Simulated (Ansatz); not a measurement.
Consider the ligand exchange at a P–N bond: `[SiH3]P[NH][GaH2]` + `[NH2][SbH2]` → `[SiH3]P[NH][SbH2]` + `[NH2][GaH2]`.

Gas-phase electronic energies from Ansatz, PBE0-D4/def2-TZVP geometries. CCSD(T)/CBS is the MP2 limit (def2-TZVPP, def2-QZVPP) plus CCSD(T) − MP2 in def2-TZVPP, frozen cores. DFT in def2-TZVPP. B3LYP here is the variant with VWN-RPA as its local correlation; programs differ in this. Elements past krypton have def2 core potentials. For Ga, Sb outer-core shells are correlated without core-valence functions, which leaves a few kJ/mol of doubt a bond. Scalar relativity is left out up to krypton. One conformer a species, not always the lowest.

```json
{"level": "B2PLYP", "ΔE (kJ/mol)": "-3.6"}
{"level": "B3LYP", "ΔE (kJ/mol)": "-2.8"}
{"level": "CAM-B3LYP", "ΔE (kJ/mol)": "-4.5"}
{"level": "HF/CBS(def2)", "ΔE (kJ/mol)": "-2.8"}
```

Task: What does CCSD(T)/CBS give? (An estimate is asked.)

Result: The calculation gave: -5.1 kJ/mol. The listed levels differ from it by 1.5, 2.3, 0.6, 2.3 kJ/mol.

Largest T1 diagnostic among the species: 0.015.

Leaving LDA and LC-ωPBE aside and taking each functional with its dispersion term where it has one, the values, not all of them listed here, spread over 3.1 kJ/mol, from CAM-B3LYP-D4 to B97M-V. LDA lies −3.8 kJ/mol from PBE without D4.

CCSD(T)/CBS has its own doubt, a few kJ/mol and more with outer-core shells, so smaller differences from it don't rank the levels.
